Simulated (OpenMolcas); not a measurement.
# N I: thermal populations, Slater's ratio, worked from levels

| Quantity | Value |
| --- | --- |
| Program | OpenMolcas 26.06 |
| Basis | ANO-RCC-VTZP [4s3p2d1f] |
| Scalar Hamiltonian | DKH2, point nucleus |
| Active space | 5 electrons in 8 orbitals (2s 2p 3s 3p) |
| State averaging | 2S+1 = 4 odd, 1 root; 2S+1 = 2 odd, 8 roots; 2S+1 = 4 even, 3 roots; 2S+1 = 2 even, 5 roots (0 in the spin-orbit step) |
| Spin-orbit coupling | state interaction with AMFI integrals over the reference wave functions, term energies averaged over their components |

Methods: CASSCF; SS-CASPT2, IPEA 0.25 Eh, imaginary shift 0.1 Eh (closed shells correlated: 1s). Measured levels: NIST Handbook of Basic Atomic Spectroscopic Data.

**Thermal populations.** Z = Σ (2J + 1) exp(-E/kT) with k = 0.695035 cm-1/K, over the levels below. No other level of either list lies under 83200 cm-1, which is above 7 kT at each temperature.

```tsv
Level	2J + 1	SS-CASPT2	measured
2s² 2p³ ⁴S°_3/2	4	0.0	0.0
2s² 2p³ ²D°_3/2	4	20130	19233
2s² 2p³ ²D°_5/2	6	20130	19224
2s² 2p³ ²P°_1/2	2	29480	28839
2s² 2p³ ²P°_3/2	4	29490	28839
```

| T (K) | Z, SS-CASPT2 | Z, measured levels | Ground level (%), SS-CASPT2 | Ground level (%), measured levels |
| --- | --- | --- | --- | --- |
| 8000 | 4.298 | 4.348 | 93.1 | 92.0 |
| 12000 | 5.070 | 5.186 | 78.9 | 77.1 |

At 12000 K, kT = 8340 cm-1, and the computed levels give Z = 4.000 + 0.358 + 0.537 + 0.058 + 0.117 = 5.070.

**Slater's ratio.** With one set of orbitals, p3 has ²D° - ⁴S° = 9 F2 and ²P° - ²D° = 6 F2 (F2 = F²/25), a ratio of 2/3. Term energies are centres of gravity, weighted by 2J + 1.

```json
{"Source": "CASSCF", "²D° - ⁴S°": "22249", "²P° - ⁴S°": "28577", "F2 from the first": "2472", "Ratio": "0.284"}
{"Source": "SS-CASPT2", "²D° - ⁴S°": "20132", "²P° - ⁴S°": "29486", "F2 from the first": "2237", "Ratio": "0.465"}
{"Source": "measured", "²D° - ⁴S°": "19228", "²P° - ⁴S°": "28839", "F2 from the first": "2136", "Ratio": "0.500"}
```

Energies in cm-1. A ratio away from 2/3 shows effects beyond one configuration with one set of orbitals, and in heavier atoms second-order spin-orbit shifts. In CASSCF the valence s occupation is 1.94 in ²P° against 2.00 in ²D°: mixing out of s² acts most on ²P° and pulls it down.

Term energies are means over components that CASPT2 splits; among the terms shown or strongly mixed into the levels shown the widest spread is 68 cm-1 (2s² 2p³ ²D°, SS-CASPT2). Active for correlation alone: 3p 3s; no level in the range computed is led by a configuration that fills them, so any true level of that kind is missing. Without dynamic correlation excited terms often stand tens of per cent too high (terms of higher spin than the ground term too low), and those without a measured partner can miss by more than the paired ones (holds for CASSCF). Measured partners are found by configuration, term and J. A level has none where our copy of the source lacks it or the pairing is in doubt (some pairs that miss far off the trend of their configuration count as doubtful), and it then counts in no deviation. Levels of configurations outside the active space are missing.

° marks odd parity.
